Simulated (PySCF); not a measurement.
**Spinor energies of Rh²⁺ (rhodium, charge +2)**

Start: [Kr] 4d7; 4d3/2 filled at m_j = -3/2, -1/2, +1/2, +3/2; 4d5/2 filled at m_j = +1/2, +3/2, +5/2. Calculated with PySCF 2.14 in x2c-QZVPPall-2c: generalised Hartree-Fock with the X2C-1e Hamiltonian and a Gaussian nucleus; one run each with spin-orbit coupling (SO) switched off, then screened by Boettger's factors.

```tsv
spinor shell	electrons	ε, spin-free (eV)	ε, screened SO (eV)	weight of nominal j (screened SO)	rms radius, screened SO (bohr)
1s1/2	2	-23363.8	-23362.4	1.000	0.0374
2s1/2	2	-3487.3	-3486.9	1.000	0.154
2p1/2	2	-3120.6	-3220.8	1.000	0.134
2p3/2	4	-3120.6	-3074.1	1.000	0.138
3s1/2	2	-675.86	-675.68	1.000	0.415
3p1/2	2	-552.14	-569.98	1.000	0.411
3p3/2	4	-552.14	-543.73	1.000	0.422
3d3/2	4	-354.75	-357.98	0.992	0.401
3d5/2	6	-354.75	-352.39	0.995	0.405
4s1/2	2	-122.10	-122.03	1.000	1.05
4p1/2	2	-84.486	-89.499	0.832	1.14
4p3/2	4	-84.486	-82.009	0.916	1.16
4d5/2	3	-32.747	-33.484	0.752	1.55
4d3/2	4	-32.747	-32.202	0.706	1.56
```

```
   quantity    spin-free  screened SO
E (hartree)  -4780.04817  -4780.80361
        M_J          9/2          9/2
       ⟨J²⟩       24.761       24.762
       ⟨L²⟩       12.008       12.169
       ⟨S²⟩        3.752        3.707
```

Each row is a mean over spinors that exchange with the open shell spreads, by up to 8.827 eV (4p3/2).

Rows whose weight is well below 1 are mixtures of j = l ± 1/2: exchange outweighs spin-orbit coupling there, and the label is only the starting occupation.

Breit and QED terms are absent; they matter most for the inner s and p1/2 levels.

Densities and radii are taken from the X2C orbitals without a picture-change correction, which distorts them close to the nucleus.

Without spin-orbit coupling the j labels of p, d and f shells carry no meaning; the spin-free column gives the mean over the occupied spinors of each nl shell.
